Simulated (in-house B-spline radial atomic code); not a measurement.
Ionising Sc IX (Sc8+) with different functionals

Computed with a radial B-spline atomic code at the basis-set limit: non-relativistic Hamiltonian, point nucleus, spin-polarised at highest spin, spherical fractional occupations for the functionals, and exact exchange of hybrids averaged over the configuration. The ionisation energy is the difference of two self-consistent energies, [Ne] 3s2 3p1 → [Ne] 3s2, without Breit or QED terms; ε is the level of the shell that loses the electron (its least bound occupied spin orbital).

```csv
method,rung,ΔSCF (eV),-ε(3p) (eV)
PBE0,global hybrid,180.03,171.96
B3LYP,global hybrid,180.29,171.57
TPSSh,global hybrid,179.95,170.33
M06-2X,global hybrid,180.55,175.40
BHandHLYP,global hybrid,180.08,174.73
r2SCAN0,global hybrid,179.74,171.93
B97-1,global hybrid,179.99,171.49
HSE06,range-separated hybrid,180.04,171.52
wB97X,range-separated hybrid,179.98,174.51
CAM-B3LYP,range-separated hybrid,180.25,173.58
LC-wPBE,range-separated hybrid,180.25,174.86
```

**Question.** Among the functionals, which spreads more, the ΔSCF values or the orbital energies?

**Answer.** The orbital energies: ΔSCF values span about 0.81 eV and the orbital energies 5.08 eV; here energy differences depend much less on the functional than eigenvalues do.

**Question.** How do they compare with the NIST value?

**Answer.** NIST lists 180.0 eV ± 0.12 (measured, ground level to ground level). Errors run from -0.29 to +0.52 eV; PBE0 is closest (-0.00 eV), though others lie within the uncertainty of it, and part of that can be cancellation, since the calculations leave out relativity, Breit-QED terms, multiplet and fine-structure energies.
